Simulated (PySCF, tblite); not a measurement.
Isomers of C4H8O2Si, one GFN2-xTB conformer each. Single-point energies are computed at PBE0/pcSseg-1 (PySCF, gas phase, no added dispersion term), electronic only.

| SMILES | GFN2-xTB relative energy (kJ/mol) |
| --- | --- |
| COC[SiH2]C=C=O | 175.3 |
| C=CO[Si@H](C)C=O | 124.1 |
| C=C(C[SiH3])C(=O)O | 91.6 |
| CO[SiH2]CC=C=O | 42.7 |
| CO[C@@H]1C=C[SiH2]O1 | 0.0 |
| COC1=COC[SiH2]1 | 144.8 |
| O=C[C@@H]1C[C@@H]1O[SiH3] | 15.3 |

Conformers: `[CH3:1][O:2][CH2:3][SiH2:4][CH:5]=[C:6]=[O:7]` with C1–O2–C3–Si4 -179°, O2–C3–Si4–C5 60°, C3–Si4–C5–C6 -11°; `[CH2:1]=[CH:2][O:3][Si@H:4]([CH3:5])[CH:6]=[O:7]` with C1–C2–O3–Si4 2°, C2–O3–Si4–C5 175°, O3–Si4–C6–O7 -158°; `[CH2:1]=[C:2]([CH2:3][SiH3:4])[C:5](=[O:6])[OH:7]` with C1–C2–C3–Si4 100°, C1–C2–C5–O6 -171°, C2–C5–O7–H 180°; `[CH3:1][O:2][SiH2:3][CH2:4][CH:5]=[C:6]=[O:7]` with C1–O2–Si3–C4 179°, O2–Si3–C4–C5 -58°, Si3–C4–C5–C6 -112°; `[CH3:1][O:2][C@@H:3]1[CH:4]=[CH:5][SiH2:6][O:7]1` with C1–O2–C3–C4 -176°; `[CH3:1][O:2][C:3]1=[CH:4][O:5][CH2:6][SiH2:7]1` with C1–O2–C3–C4 0°; `[O:1]=[CH:2][C@@H:3]1[CH2:4][C@@H:5]1[O:6][SiH3:7]` with O1–C2–C3–C4 -148°, C4–C5–O6–Si7 88°.

Q: What does PBE0/pcSseg-1 give for the same structures?

A: 
```json
{"SMILES": "C=C(C[SiH3])C(=O)O", "PBE0/pcSseg-1 E (Eh)": "-596.66155", "PBE0/pcSseg-1 (kJ/mol)": "0.0", "GFN2-xTB (kJ/mol)": "91.6", "point group": "C1"}
{"SMILES": "CO[C@@H]1C=C[SiH2]O1", "PBE0/pcSseg-1 E (Eh)": "-596.66035", "PBE0/pcSseg-1 (kJ/mol)": "3.2", "GFN2-xTB (kJ/mol)": "0.0", "point group": "C1"}
{"SMILES": "C=CO[Si@H](C)C=O", "PBE0/pcSseg-1 E (Eh)": "-596.65499", "PBE0/pcSseg-1 (kJ/mol)": "17.2", "GFN2-xTB (kJ/mol)": "124.1", "point group": "C1"}
{"SMILES": "CO[SiH2]CC=C=O", "PBE0/pcSseg-1 E (Eh)": "-596.65274", "PBE0/pcSseg-1 (kJ/mol)": "23.1", "GFN2-xTB (kJ/mol)": "42.7", "point group": "C1"}
{"SMILES": "O=C[C@@H]1C[C@@H]1O[SiH3]", "PBE0/pcSseg-1 E (Eh)": "-596.63670", "PBE0/pcSseg-1 (kJ/mol)": "65.2", "GFN2-xTB (kJ/mol)": "15.3", "point group": "C1"}
{"SMILES": "COC[SiH2]C=C=O", "PBE0/pcSseg-1 E (Eh)": "-596.62303", "PBE0/pcSseg-1 (kJ/mol)": "101.1", "GFN2-xTB (kJ/mol)": "175.3", "point group": "C1"}
{"SMILES": "COC1=COC[SiH2]1", "PBE0/pcSseg-1 E (Eh)": "-596.60592", "PBE0/pcSseg-1 (kJ/mol)": "146.1", "GFN2-xTB (kJ/mol)": "144.8", "point group": "Cs"}
```

GFN2-xTB puts CO[C@@H]1C=C[SiH2]O1 lowest instead; measured from each level's own lowest isomer, the values differ by up to 106.9 kJ/mol (C=CO[Si@H](C)C=O: 124.1 against 17.2). As drawn, the lowest has a C=O bond, an O–H bond and a C(=O)–O unit, which the highest lacks. Neighbours under 10 kJ/mol apart (C=C(C[SiH3])C(=O)O and CO[C@@H]1C=C[SiH2]O1; C=CO[Si@H](C)C=O and CO[SiH2]CC=C=O) can change places with a better method, another conformer or zero-point energy.

Q: Which frontier levels, dipoles and rotational constants go with these structures?

A: 
```csv
SMILES,"HOMO (eV, PBE0/pcSseg-1)",LUMO (eV),dipole (D),"A, B, C (MHz)"
C=C(C[SiH3])C(=O)O,-7.61,-1.40,1.68,"3484, 1493, 1174"
CO[C@@H]1C=C[SiH2]O1,-7.81,-0.36,0.64,"4550, 1695, 1349"
C=CO[Si@H](C)C=O,-6.79,-1.54,2.28,"2679, 1660, 1105"
CO[SiH2]CC=C=O,-6.41,-0.82,2.74,"5196, 902.7, 839.6"
O=C[C@@H]1C[C@@H]1O[SiH3],-7.22,-0.53,4.15,"4821, 1115, 974.9"
COC[SiH2]C=C=O,-6.99,-0.68,1.70,"2444, 1826, 1110"
COC1=COC[SiH2]1,-5.81,0.44,0.30,"4049, 1649, 1206"
```

Q: What happens when harmonic zero-point energies from GFN2-xTB frequencies are added?

A: 
| SMILES | ZPE (kJ/mol) | electronic (kJ/mol) | with ZPE (kJ/mol) |
| --- | --- | --- | --- |
| C=C(C[SiH3])C(=O)O | 279.5 | 0.0 | 0.0 |
| CO[C@@H]1C=C[SiH2]O1 | 290.4 | 3.2 | 14.0 |
| C=CO[Si@H](C)C=O | 284.3 | 17.2 | 22.0 |
| CO[SiH2]CC=C=O | 284.0 | 23.1 | 27.6 |
| O=C[C@@H]1C[C@@H]1O[SiH3] | 281.5 | 65.2 | 67.2 |
| COC[SiH2]C=C=O | 281.3 | 101.1 | 102.9 |
| COC1=COC[SiH2]1 | 288.8 | 146.1 | 155.4 |

The zero-point energies span 10.9 kJ/mol. The order is unchanged.
